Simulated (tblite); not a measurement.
Species: C7H11NSi2.
Numbering: `[SiH3:1][C@@:2]1([c:3]2[cH:4][cH:5][cH:6][cH:7][n:8]2)[CH2:9][SiH2:10]1` (hydrogens: H11, H12, H13 on Si1; H14 on C4; H15 on C5; H16 on C6; H17 on C7; H18, H19 on C9; H20, H21 on Si10)

Cartesian coordinates in Å at the GFN2-xTB level; atoms count from 1:
```
atom  x, y, z in Å
Si1   -1.5889    1.7950    0.2412
C2    -1.1171   -0.0164   -0.0617
C3     0.3229   -0.0650    0.0753
C4     1.1395   -1.1971    0.1671
C5     2.5019   -1.0229    0.2922
C6     3.0273    0.2650    0.3127
C7     2.1461    1.3281    0.2141
N8     0.8418    1.1662    0.1064
C9    -1.9870   -1.1869    0.4190
Si10  -1.9128   -1.0769   -1.4456
H11   -3.0674    1.7934    0.2939
H12   -1.1999    2.6551   -0.8695
H13   -1.1167    2.2482    1.5449
H14    0.7065   -2.1857    0.1417
H15    3.1583   -1.8784    0.3737
H16    4.0882    0.4346    0.4080
H17    2.4939    2.3534    0.2296
H18   -1.4725   -1.9701    0.9613
H19   -2.8933   -0.8870    0.9279
H20   -3.0426   -0.5396   -2.1786
H21   -1.0371   -1.9962   -2.1543
```

Computed values, GFN2-xTB/tblite, gas phase, harmonic and unscaled. Against measured fundamentals such values can be off by several per cent, at times by over 20. Modes of hydrogen on silicon can be 10 to 20 % off. One conformer, not necessarily the lowest.

Harmonic wavenumbers (cm⁻¹): 62.7, 93.1, 109.2, 141.4, 212.6, 246.6, 283.0, 371.5, 376.2, 400.4, 410.7, 459.7, 493.6, 520.9, 540.4, 567.6, 601.6, 631.0, 687.2, 719.3, 737.4, 745.0, 751.0, 776.5, 803.8, 830.7, 843.5, 848.9, 871.5, 912.1, 930.2, 994.9, 1034.5, 1056.4, 1092.1, 1115.5, 1160.6, 1168.2, 1245.8, 1294.2, 1322.8, 1421.7, 1434.4, 1441.1, 1552.8, 1587.4, 2124.3, 2289.5, 2299.8, 2339.2, 2374.6, 3040.1, 3049.1, 3056.3, 3062.9, 3084.3, 3096.4.

A = 1641, B = 795.7, C = 597.7 MHz; mass 165.043 u (most abundant isotopes); point group C1, symmetry number 1.

Q: Zero-point energy?

A: ½Σν̃ = 32859 cm⁻¹ = 393.08 kJ/mol.

Q: Give the ideal-gas entropy at 500 K and 1 bar in the rigid-rotor, harmonic-oscillator model (classical rotation).

A: Translation 183.29, rotation 133.64, vibration 235.74: S = 552.7 J/(mol K).

Q: And Cp and H(500 K) − H(0)?

A: Cp = 288.27 J/(mol K), of which vibrations give 255.01 (their classical limit is 57 R = 473.9); H(500 K) − H(0) = 81.27 kJ/mol without the zero-point energy, 64.64 from vibrations.

Q: What must be added to the electronic energy to get the Gibbs energy at 500 K and 1 bar?

A: ZPE + [H(500 K) − H(0)] − T·S = 393.08 + 81.27 − 276.33 = 198.02 kJ/mol.

Q: Blend soft modes into free rotors: weight 1/[1 + (100 cm⁻¹/ν̃)⁴] for the oscillator and the rest for a rotor with moment μB/(μ + B), μ = h/(8π²ν), B = 10⁻⁴⁴ kg m². What vibrational entropy results?

A: 224.82 J/(mol K) in place of 235.74, which changes −T·S at 500 K by +5.46 kJ/mol.

Q: Which modes carry the vibrational entropy at 500 K?

A: 62.7 cm⁻¹: 22.56; 93.1 cm⁻¹: 19.29; 109.2 cm⁻¹: 17.97; 141.4 cm⁻¹: 15.85; 212.6 cm⁻¹: 12.53; 246.6 cm⁻¹: 11.34 J/(mol K); the other 51 give 136.19 together.

Q: How do the functions run with temperature in this model?

A: 
```tsv
T (K)	S (J/(mol K))	Cp (J/(mol K))	H − H(0) (kJ/mol)	G − H(0) (kJ/mol)	ln q(vib)
100	293.0	76.4	5.20	-24.10	1.31
200	363.1	134.5	15.64	-56.98	3.81
300	429.3	195.5	32.18	-96.61	6.66
800	707.4	368.3	180.99	-384.95	21.88
1000	793.3	401.0	258.11	-535.22	27.48
```

q(vib) and H(0) count from the zero-point level.

Hindered rotation and anharmonicity are outside this model. Other conformers, if any are populated, would add a mixing term that is left out. The structure is chiral; the term R ln 2 for an equal mix with its mirror image is left out.

On one thread of an AMD EPYC, no GPU, shared host with 64 logical CPUs at a one-minute load of 14, this took 5.1 s wall, 3.9 s CPU. This covers the Hessian and the dipole derivatives.
